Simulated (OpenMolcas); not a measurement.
# Au⁶⁺: effect of the active space

| Item | Value |
| --- | --- |
| Program | OpenMolcas |
| Method | MS-CASPT2 or its RAS form, IPEA 0.25 Eh, imaginary shift 0.1 Eh |
| Basis | ANO-RCC-VQZP |
| Scalar Hamiltonian | DKH2, point nucleus |
| Spin-orbit coupling | RASSI with atomic mean-field integrals over the reference wave functions, term energies averaged over their components |

A. 5 electrons in 5 orbitals (5d); 2S+1 = 6 even, 1 root; 2S+1 = 4 even, 24 roots; 2S+1 = 2 even, 75 roots; closed shells correlated: 5s 5p; CASPT2 step roughly 50 core-seconds
B. 11 electrons in 8 orbitals (RAS1 5p, at most 2 holes; RAS2 5d); 2S+1 = 6 even, 1 root; 2S+1 = 4 even, 24 roots; 2S+1 = 2 even, 75 roots; closed shells correlated: 5s; CASPT2 step of the order of 2.2 core-minutes
C. 5 electrons in 10 orbitals (5d 6d); 2S+1 = 6 even, 1 root; 2S+1 = 4 even, 24 roots; 2S+1 = 2 even, 70 roots; closed shells correlated: 5s 5p; CASPT2 step about 27 core-minutes

Energies in cm⁻¹ above 5d⁵ ⁶S_5/2.

| Level | A | B | C |
| --- | --- | --- | --- |
| 5d⁵ ⁶S_5/2 | 0.0 | 0.0 | 0.0 |
| 5d⁵ ⁴G_7/2 [56 %] | 27580 | 27650 | 27420 |
| 5d⁵ ⁴G_11/2 [70 %] | 29610 | 29560 | 29520 |
| 5d⁵ ⁴G_9/2 | 31240 | 31280 | 31110 |
| 5d⁵ ⁴P_1/2 [59 %] | 33370 | 33610 | 33150 |
| 5d⁵ ⁴D_7/2 [53 %] | 38090 | 38350 | 38010 |
| 5d⁵ ⁴D_1/2 [67 %] | 44560 | 44940 | 44340 |
| 5d⁵ ²I_11/2 [68 %] | 44620 | 44580 | 44430 |
| 5d⁵ ⁴F_3/2 [52 %] | 48190 | 48240 | 48380 |
| 5d⁵ ²I_13/2 | 49540 | 49460 | 49430 |
| 5d⁵ ²H_9/2 [51 %] | 57150 | 57230 | 57040 |
| 5d⁵ ²G_7/2(1) [58 %] | 58550 | 58740 | 58180 |
| 5d⁵ ²F_7/2(1) [55 %] | 64480 | 64720 | 64170 |
| 5d⁵ ²S_1/2 [75 %] | 66190 | 66650 | 65790 |
| 5d⁵ ²H_11/2 [68 %] | 70670 | 70810 | 70580 |
| 5d⁵ ²D_3/2(2) [72 %] | 75050 | 75310 | 76790 |
| 5d⁵ ²G_9/2(2) | 83260 | 83470 | 83200 |
| 5d⁵ ²G_7/2(2) [75 %] | 87040 | 87240 | 86700 |

The spin-orbit steps hold different terms of 5d⁵ (C lacks a ²D), which shifts levels as well.

Among A to C the level of the table that moves most is 5d⁵ ²D_3/2(2) [72 %], by 1700 cm-1 (lowest in A, highest in C). Moves below CASPT2's spread within the term are not significant.

Term energies are means over components that CASPT2 splits; among the terms shown or strongly mixed into the levels shown the widest spread is 660 cm-1 (5d⁵ ²I, C). Blocks of more than 70 roots (2S+1 = 2 even) ran without multistate coupling (holds for A; B). Active for correlation alone: 5p; no level in the range computed is led by a configuration that opens it, so any true level of that kind is missing (holds for B). The CASPT2 spread within a term exceeds the gap to the next term for 5d⁵ ²D(1) and 5d⁵ ⁴F, so the order of their levels is uncertain, and so are names and mixing where such terms share a J (holds for B). Active for correlation alone: 6d; no level in the range computed is led by a configuration that fills it, so any true level of that kind is missing (holds for C). Only configurations of the active space appear. Levels that lie high or do not pair safely by name in every column are left out.

A share in square brackets marks a mixed level and gives the weight of the term that names it, the lowest over the columns. A number in round brackets counts repeated terms of one configuration in the order of the reference energies.
